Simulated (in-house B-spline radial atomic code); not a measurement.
A run on As that did not converge. Method: non-relativistic TPSSh, spin-polarised, spherical fractional occupations, point nucleus; computed with an all-electron radial atomic-structure program (B-spline basis).

Command:
```bash
python run_scf.py task.json out
```
Settings:
```
Z                33
configuration    [Ar] 3d10 4s1.875 4p3 4f0.125
hamiltonian      nr
method           tpssh
spin_polarised   True
```

First and last ten iterations of the last attempt (damped for 15 steps, keeping 80 % of the old Fock matrix, then DIIS):
```
 iter        energy (Eh)    residual
    1       -2235.748806    5.03e-02
    2       -2235.751932    1.24e-03
    3       -2235.751946    9.31e-04
    4       -2235.751955    7.13e-04
    5       -2235.751958    5.50e-04
    6       -2235.751960    4.44e-04
    7       -2235.751961    3.60e-04
    8       -2235.751962    2.96e-04
    9       -2235.751963    2.43e-04
   10       -2235.751963    2.00e-04
  111       -2235.751973    1.58e-05
  112       -2235.751971    2.40e-05
  113       -2235.751974    2.28e-05
  114       -2235.751974    2.77e-05
  115       -2235.751956    3.36e-05
  116       -2235.751971    4.45e-05
  117       -2235.751975    9.71e-06
  118       -2235.751976    8.27e-06
  119       -2235.751976    7.70e-06
  120       -2235.751975    8.08e-06
 not converged after 120 iterations
```

The smallest residual met was 4.5e-06; the threshold is about 3e-07. Over the last five steps the energy moves by less than 9e-06 hartree, but the orbitals didn't meet the threshold. Run time, properties included: 4.6 s on 1 thread of Arm Neoverse V2, with other jobs on the host.
